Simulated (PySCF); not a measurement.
ClH₆NOSi₂, SMILES N[SiH2]O[SiH2]Cl.

Coordinates come from a PBE-D3(BJ)/def2-SVP optimisation. This is a generated structure with no PubChem entry under its InChIKey; it may be hypothetical. Other conformers were not sampled.

Level of theory: PBE-D3(BJ)/def2-SVP (PySCF 2.14.0).

Frequencies are harmonic and unscaled.

Computed normal modes with their intensities:
```csv
mode,ν (cm⁻¹),IR (km/mol),moving atoms (share of kinetic energy)
1,47,1.2,"Si 30 %, O 29 %, H 24 %, Cl 12 %"
2,55,2.0,"N 32 %, H 31 %, Si 21 %, Cl 17 %"
3,68,0.6,"N 35 %, Cl 28 %, Si 16 %, H 12 %, O 9 %"
4,233,6.8,"O 36 %, Cl 21 %, Si 21 %, H 11 %, N 11 %"
5,277,26.4,H 97 %
6,322,49.7,"O 33 %, H 29 %, Si 29 %"
7,402,221.4,"H 61 %, N 30 %"
8,510,50.2,"Si 51 %, Cl 41 %"
9,542,20.0,"H 85 %, Si 11 %"
10,605,33.1,"H 51 %, Si 38 %"
11,626,33.3,"H 50 %, Si 28 %, O 19 %"
12,708,16.3,H 87 %
13,769,10.4,H 92 %
14,836,10.7,"N 45 %, H 36 %, Si 19 %"
15,850,272.2,"H 81 %, Si 13 %"
16,877,165.2,"H 77 %, N 14 %, Si 9 %"
17,911,170.4,"H 87 %, Si 10 %"
18,917,320.8,"H 74 %, Si 19 %"
19,945,32.9,"H 86 %, Si 11 %"
20,1018,288.9,"O 70 %, Si 17 %, H 13 %"
21,1494,34.5,"H 89 %, N 10 %"
22,2183,110.1,H 97 %
23,2203,83.5,H 98 %
24,2210,146.7,H 96 %
25,2215,107.0,H 96 %
26,3493,23.3,H 96 %
27,3591,33.0,"H 91 %, N 9 %"
```
